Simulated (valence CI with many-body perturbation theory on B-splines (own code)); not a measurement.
## E1 line list for Tm54+

Method: valence CI with perturbative core correlation (CI+MBPT): five valence electrons over a frozen Dirac-Fock core [Ne], a basis of 9 s, 9 p, 8 d, 6 f, 3 g, 1 h functions for each j, with the one-electron correlation potential Σ1 (screened to all orders), the two-electron term Σ2, the three-electron term Σ3, Breit, model QED; selected single and double excitations, second order for the rest (own B-spline code, finite nucleus).

The last digits are not significant, and no measured levels were compared; by estimate large intervals hold to a few tenths of a per cent, small ones and those within an open d or f shell to about a per cent. Among the levels kept, up to 580 cm⁻¹ of a level comes from second order outside the variational space, and about a tenth of that is noise between levels of different J, which matters for small intervals.

Lines 201 to 223 of 223 in falling wavelength, among levels below 742.15 eV, chosen from the strongest by gf and those to the six lowest levels. Wavelengths and rates use the calculated energies. Electric multipoles are in the length gauge, E1 and E2 with the static RPA response of the core. Weak lines are less certain than strong ones. Lines between different terms over intervals too small for the method are left out, as are lines whose strength nearly cancels. The highest levels of a list are the least certain.

Levels are named by their leading jj configuration (3d3/2^4 stands for four electrons in 3d with j = 3/2), which in mixed levels can hold well under half, so a name can repeat and another be missing. Letters in brackets count levels of one name in rising energy.

```
λ vac (nm)                               Upper                       Lower   A (s⁻¹)  log gf  Branch %
     2.515          (3s^2 3p3/2^2 3d3/2) J=3/2  (3s^2 3p1/2 3p3/2^2) J=3/2  1.60e+12   -0.22      58.5
     2.508          (3s^2 3p3/2^2 3d3/2) J=1/2  (3s^2 3p1/2 3p3/2^2) J=3/2  2.70e+12   -0.29      93.3
     2.498  (3s^2 3p1/2 3p3/2 3d3/2) J=1/2 [b]  (3s^2 3p1/2^2 3p3/2) J=3/2  2.49e+12   -0.33      99.7
     2.497  (3s^2 3p1/2 3p3/2 3d3/2) J=3/2 [b]  (3s^2 3p1/2^2 3p3/2) J=3/2  3.48e+12    0.11     100.0
     2.486      (3s 3p1/2^2 3p3/2 3d5/2) J=1/2  (3s^2 3p1/2^2 3d3/2) J=3/2  2.04e+10   -2.42       7.3
     2.481          (3s^2 3p1/2 3d3/2^2) J=1/2  (3s^2 3p1/2^2 3d3/2) J=3/2  2.31e+12   -0.37      98.9
     2.466          (3s^2 3p1/2 3d3/2^2) J=3/2  (3s^2 3p1/2^2 3d3/2) J=3/2  3.04e+12    0.05      96.1
     2.461  (3s 3p1/2^2 3p3/2 3d5/2) J=5/2 [b]  (3s^2 3p1/2^2 3d3/2) J=3/2  1.50e+08   -4.09       0.0
     2.449  (3s 3p1/2^2 3p3/2 3d5/2) J=3/2 [b]  (3s^2 3p1/2^2 3d3/2) J=3/2  7.10e+11   -0.59      52.6
     2.391  (3s^2 3p1/2 3p3/2 3d5/2) J=3/2 [a]  (3s^2 3p1/2^2 3p3/2) J=3/2  1.44e+10   -2.31      11.0
     2.375  (3s^2 3p1/2 3p3/2 3d5/2) J=5/2 [a]  (3s^2 3p1/2^2 3p3/2) J=3/2  2.18e+10   -1.96      18.1
     2.356      (3s^2 3p1/2 3d3/2 3d5/2) J=5/2  (3s^2 3p1/2^2 3d3/2) J=3/2  1.25e+08   -4.20       0.0
     2.330      (3s^2 3p1/2 3d3/2 3d5/2) J=3/2  (3s^2 3p1/2^2 3d3/2) J=3/2  6.96e+10   -1.65      19.9
     2.287  (3s^2 3p1/2 3p3/2 3d5/2) J=5/2 [b]  (3s^2 3p1/2^2 3p3/2) J=3/2  9.63e+09   -2.34       1.7
     2.253  (3s^2 3p1/2 3p3/2 3d5/2) J=3/2 [b]  (3s^2 3p1/2^2 3p3/2) J=3/2  3.36e+10   -1.99      12.2
     2.238      (3s^2 3p1/2 3p3/2 3d5/2) J=1/2  (3s^2 3p1/2^2 3p3/2) J=3/2  3.53e+10   -2.28       9.0
     1.905        (3s 3p1/2 3p3/2^3) J=3/2 [a]  (3s^2 3p1/2^2 3p3/2) J=3/2  2.22e+09   -3.32       0.3
     1.859            (3s 3p1/2 3p3/2^3) J=5/2  (3s^2 3p1/2^2 3p3/2) J=3/2  2.11e+09   -3.18       0.3
     1.808            (3s 3p1/2 3p3/2^3) J=1/2  (3s^2 3p1/2^2 3p3/2) J=3/2  2.42e+08   -4.62       0.0
     1.802        (3s 3p1/2 3p3/2^3) J=3/2 [b]  (3s^2 3p1/2^2 3p3/2) J=3/2  4.61e+09   -3.05       0.3
     1.695          (3s^2 3p3/2^2 3d3/2) J=5/2  (3s^2 3p1/2^2 3p3/2) J=3/2  1.57e+08   -4.39       0.0
     1.688          (3s^2 3p3/2^2 3d3/2) J=3/2  (3s^2 3p1/2^2 3p3/2) J=3/2  1.61e+07   -5.56       0.0
     1.685          (3s^2 3p3/2^2 3d3/2) J=1/2  (3s^2 3p1/2^2 3p3/2) J=3/2  1.24e+09   -3.98       0.0
```

How does gf follow from A for the line at 2.287 nm?

gf = 1.4992 × (2J+1)_upper × A / σ², with σ = 4373436 cm⁻¹ and 2J+1 = 6: gf = 0.00453.
